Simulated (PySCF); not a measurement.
C3H7NSi2, SMILES C=C1N=C[SiH2][SiH2]1. Atoms are numbered in the order given.

```xyz
13

C      0.8883    -1.7528    -1.6855
C      0.3444    -0.9132    -0.7801
N     -0.7820    -1.3632    -0.0611
C     -1.3340    -0.5998     0.8169
Si    -0.6650     1.1664     1.1916
Si     1.0000     0.8556    -0.4019
H      1.7627    -1.4710    -2.2789
H      0.4511    -2.7461    -1.8389
H     -2.2110    -1.0217     1.3383
H     -1.7034     2.2046     0.9118
H     -0.2387     1.2867     2.6194
H      0.9298     1.7444    -1.6001
H      2.4018     0.8330     0.1125
```

Geometry optimised at r2SCAN-D4/def2-SVP. The structure was generated by enumeration, and PubChem lists no compound with its InChIKey, so it may never have been made.

Two levels are set side by side: PBE/pcSseg-1 (PySCF) and PBE0/pcSseg-1 (PySCF). GIAO shifts against NH3 (¹⁵N), TMS (²⁹Si), TMS (¹H), TMS (¹³C) at the same level; non-relativistic, no solvent, atoms listed together averaged. Differences are taken from unrounded values.

```
quantity                  PBE0    PBE  PBE minus PBE0
-----------------------  -----  -----  --------------
δ(¹³C) of C1 (ppm)       146.5  144.1            -2.4
δ(¹³C) of C2 (ppm)       167.7  168.8             1.0
δ(¹⁵N) of N3 (ppm)       495.8  486.0            -9.8
δ(¹³C) of C4 (ppm)       186.6  183.9            -2.7
δ(²⁹Si) of Si5 (ppm)     -71.0  -72.7            -1.7
δ(²⁹Si) of Si6 (ppm)     -90.3  -94.4            -4.1
δ(¹H) of H9 (ppm)         9.48   9.39           -0.10
δ(¹H) of H10, H11 (ppm)   4.49   4.63            0.14
δ(¹H) of H12, H13 (ppm)   4.24   4.27            0.04
```

Rough cost on one machine, each run with all the roots and properties that it gave: PBE0 against PBE within a factor of 2.
